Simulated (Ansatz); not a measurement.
```xyz
3

N     0.0000    0.4616   -0.4173
H     0.0000    1.4066    0.2492
O     0.0000   -0.5797    0.3340
```

Basis set: cc-pVDZ (spherical functions). Frozen core: 2 orbitals. Charge 0, multiplicity 1.

Computed with Ansatz (development build ahead of 0.2.0); each method stands on the lowest determinant of its kind that the runs found. Restricted open shells among the atoms or ions are ROHF, correlated in semicanonical orbitals with singles.

Question: Give the atomization energy at this shape (free ground-state atoms in the same class of orbitals less the molecule, no zero-point energy) of singlet HNO by RHF-MP2, RHF.

Answer:

| method | atomization energy |
| --- | --- |
| RHF-MP2 | 7.74 eV |
| RHF | 2.60 eV |

Caution: in another basis set an unrestricted determinant lies well below; the shape is not the minimum.
